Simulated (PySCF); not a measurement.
Compound: C₆H₆N₂O (charge +1 and doublet state).
Geometry (GFN2-xTB, Å), atoms numbered from 1 in this order:
```xyz
15
C6H6N2O angstrom
C     -2.608    1.090   -0.252
N     -1.902    0.117   -0.544
C     -0.499    0.023   -0.810
C      0.074   -1.363   -0.729
C      1.079   -1.363    0.145
C      1.239    0.018    0.704
C      2.565    0.570    0.391
N      3.583    0.988    0.111
O      0.236    0.796    0.091
H     -3.657    0.904   -0.039
H     -2.276    2.130   -0.192
H     -0.369    0.402   -1.847
H     -0.310   -2.179   -1.311
H      1.702   -2.185    0.445
H      1.139    0.062    1.802
```

The hyperfine couplings belong to this conformer and change with its torsions.

Identity: `C=N[C@@H]1[CH+][CH][C@@H](C#N)O1` [radical] (charge +1).

The calculation used UKS B3LYP, pcH-1 on C H N O, non-relativistic, mean-field spin-orbit, GIAO (PySCF 2.14.0). One conformer (not necessarily the lowest) at the GFN2-xTB geometry, without solvent, vibrations or thermal averaging. Couplings are sensitive to structure, and on GFN2-xTB geometries they can be far from those on DFT ones, by a factor of two or more for some ions and for spin on atoms past the first row.

Count the α and β electrons and give S(S+1).

Nα = 32, Nβ = 31 (63 in all), and S(S+1) = 0.75 for S = 1/2.

Mulliken spin populations, one withheld:

| atom | bound to | population |
| --- | --- | --- |
| C1 | N2, H10, H11 | -0.0766 |
| N2 | C1, C3 | +0.5652 |
| C3 | N2, C4, O9, H12 | -0.0084 |
| C4 | C3, C5, H13 | +0.0646 |
| C5 | C4, C6, H14 | +0.0280 |
| C6 | C5, C7, O9, H15 | -0.0099 |
| C7 | C6, N8 | +0.0222 |
| N8 | C7 | +0.0069 |
| O9 | C6, C3 | +0.1712 |
| H10 | C1 | +0.0547 |
| H11 | C1 | +0.0720 |
| H12 | C3 | ? |
| H13 | C4 | -0.0008 |
| H14 | C5 | +0.0005 |
| H15 | C6 | +0.0183 |

What does H12 hold?

1 − (0.9079) gives +0.092, since all populations sum to 2S.

How is the spin shared among the elements?

Nitrogen +0.57, hydrogen +0.24, oxygen +0.17, carbon +0.02. The positive populations sum to 1.10, the negative ones to -0.10.

The run gives ⟨S²⟩ = 0.7566. What does that say of the overlap of α and β orbitals, and of the weight of higher spin?

Σ|⟨iα|jβ⟩|² over occupied orbitals = Nβ − [⟨S²⟩ − S(S+1)] = 31 − 0.0066 = 30.9934. If the quartet state (S + 1) were the only admixture, its weight would be 0.0066/(2S + 2) = 0.22 %.

What Fermi-contact NMR shifts do the couplings of C1, N2, C3, C4, C6, C7, H13 imply at 350 K (Curie law, g = gₑ)?

δ = a_FC·h·gₑ μB S(S+1)/(3 g_N μN kT), with k/h = 20836.6 MHz/K:

| nuclei | isotope | a_FC (MHz) | g_N | contact shift (ppm) |
| --- | --- | --- | --- | --- |
| C1 | 13C | -25.52 | 1.4048 | -2289 |
| N2 | 14N | 46.11 | 0.4038 | +14394 |
| C3 | 13C | -21.50 | 1.4048 | -1929 |
| C4 | 13C | 22.83 | 1.4048 | +2048 |
| C6 | 13C | -10.40 | 1.4048 | -933 |
| C7 | 13C | 29.12 | 1.4048 | +2613 |
| H13 | 1H | -4.24 | 5.5857 | -96 |

The sign follows the spin density at the nucleus: positive density means a positive shift.

The SMILES `C=N[C@@H]1[CH+][CH][C@@H](C#N)O1` draws the unpaired electron on C5, whose computed spin population is only +0.03.

The run took 1.8 min (with the writing of density and orbital grids) on one thread of an Arm Neoverse V1, no GPU, shared host, and the process peaked at 0.97 GiB of memory.
